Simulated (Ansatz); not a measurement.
Reactions of C₅H₇F (`C#CC(C)(C)F`).

Program: Ansatz. Geometries: PBE0-D4/def2-TZVP. ΔE: electronic, gas phase. CBS: MP2 limit from def2 TZ/QZ plus the TZ coupled-cluster correction, frozen cores. This one scheme is used for every species, atoms too. DFT in def2-TZVPP. B3LYP here is the variant with VWN-RPA as its local correlation; programs differ in this. Open shells (•) are unrestricted, without spin–orbit coupling. Spin–orbit coupling would lower the free atoms: a little for C, F. One conformer a species, not always the lowest.

```tsv
reaction	MP2/CBS(def2) (eV)	PBE-D4 (eV)	HF/CBS(def2) (eV)	B3LYP-D4 (eV)
`C#CC(C)(C)F` → 5 C• + F• + 7 H•	57.71	58.12	41.80	56.54
`C#CC(C)(C)F` + `NB(F)[SiH3]` → `CNB(F)[SiH3]` + `C#CC(C)F`	0.61	0.48	0.49	0.48
`C#CC(C)(C)F` + H₂ → `C#CC(C)F` + CH₄	-0.45	-0.53	-0.75	-0.57
`C#CC(C)(C)F` + `C=O` → `CC(C)(F)C=O` + `C#C`	-0.19	-0.18	-0.21	-0.19
```

(1) Give the CCSD(T)/CBS values in the same order. (Estimate.)

Largest T1 diagnostic: 0.015, for `C=O`.

Answers

(1) The calculation gave: 56.50, 0.56, -0.50, -0.22 eV.
